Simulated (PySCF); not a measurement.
Mo(CH)(OH)3, CH4MoO3 (singlet state).
SMILES: `[CH]#[Mo]([OH])([OH])[OH]`

A linear-response calculation (PySCF, def2-SVPD basis, gas phase, vertical, core orbitals frozen in the response) gave these numbers; the functional is withheld.

Orbital energies (eV): HOMO-3 -11.46, HOMO-2 -11.10, HOMO-1 -9.35, HOMO -9.35, LUMO 0.63, LUMO+1 0.63, LUMO+2 1.17.

```
state  E (eV)       f              main configurations (H = HOMO, L = LUMO)
   S1    4.11  0.0000                                     H-1/H→L/L+1 (97%)
   S2    4.47  0.0013                                    H-1/H→L/L+1 (≥93%)
   S3    4.47  0.0013                                    H-1/H→L/L+1 (≥93%)
   S4    4.76   0.018                  H-1/H→L/L+1 (≥66%), H-1/H→L+3 (≥14%)
   S5    5.44  0.0000  H-1/H→L+3 (≥40%), H-1/H→L+4 (≥38%), H-1/H→L+7 (≥10%)
   S6    5.63   0.024                    H-1/H→L+5 (≥46%), H-1/H→L+2 (≥40%)
   S7    5.64   0.025                    H-1/H→L+5 (≥48%), H-1/H→L+2 (≥41%)
```

Triplets (Tamm–Dancoff): T1 3.48 eV, H-1/H→L/L+1 (≥88%); T2 3.80 eV, H-1/H→L/L+1 (≥95%); T3 3.80 eV, H-1/H→L/L+1 (≥95%).

Vertical ionisation energy by ΔSCF with the same functional: 9.63 eV. Mean static polarisability: 63.6 au.

Orbitals of the list HOMO-3 to LUMO+2 that lie within 0.01 eV of each other are written together with a slash and their weights summed (≥ marks a lower bound); for degenerate orbitals outside that list single weights are arbitrary.

**Question.** Name the functional.
A. PBE0
B. wB97X-D
C. HF
D. PBE

**Answer.** B. wB97X-D is range-separated, 22% exact exchange at short range and 100% at long range (ω = 0.2 bohr⁻¹). In this run −ε(HOMO) = 9.35 eV differs from the ΔSCF value by -0.28 eV, and S1 differs from the orbital gap of 9.98 eV by -5.87 eV. The ratio −ε(HOMO)/IP is 0.97. Small neutral molecules mostly give 0.89 to 0.99 with wB97X-D, 0.5 to 0.7 with PBE, 0.7 to 0.83 with PBE0; Hartree–Fock can't fall below 1, since the ion's relaxation only lowers the ΔSCF value.

Theory: PySCF 2.14.0, density-fitted response routines, TDDFT wB97X-D/def2-SVPD, vertical, gas phase, core orbitals frozen in the response, def2 core potentials past Kr. Geometry: PBE0-D3(BJ)/def2-SVP; no solvent, vibrations or thermal averaging. Spin–orbit coupling is left out.
